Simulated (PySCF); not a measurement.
3-chloro-1H-silole (C₄H₅ClSi), SMILES ClC1C=C[SiH2]C=1.

Geometry: B3LYP-D3(BJ)/def2-SVP.

The numbers are results of PySCF with CAM-B3LYP/def2-TZVP, not measurements.

Symmetry labels are those of the subgroup Cs that the program uses (full group Cs).

Task: List the valence orbital energies around the gap with their symmetry. (The exact figures need the calculation; the answer reports its results.)

Result: 
```tsv
orbital	symmetry	energy (eV)
HOMO−7	A'	-13.02
HOMO−6	A"	-12.70
HOMO−5	A"	-11.44
HOMO−4	A'	-11.03
HOMO−3	A'	-10.72
HOMO−2	A'	-10.21
HOMO−1	A"	-9.95
HOMO	A"	-8.23
LUMO	A"	-0.70
LUMO+1	A'	1.35
LUMO+2	A'	1.99
LUMO+3	A'	2.13
```
